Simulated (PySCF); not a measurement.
H3Sb, SMILES [SbH3+], charge +1, multiplicity 2.

Coordinates come from a PBE0-D3(BJ)/def2-TZVPD optimisation. The def2 effective core potentials stand for the cores of Sb; spin–orbit coupling is left out.

Method: PBE0-D3(BJ)/def2-TZVPD in PySCF.

Frequencies are harmonic and unscaled.

Modes within 1.5 cm⁻¹ of each other (mostly degenerate sets) share a row, with their intensities summed.

```csv
mode,ν (cm⁻¹),IR (km/mol),moving atoms (share of kinetic energy)
1,659,5.0,H 98 %
2–3,753,30.6,H 99 %
4,2043,2.2,H 100 %
5–6,2102,3.6,H 99 %
```
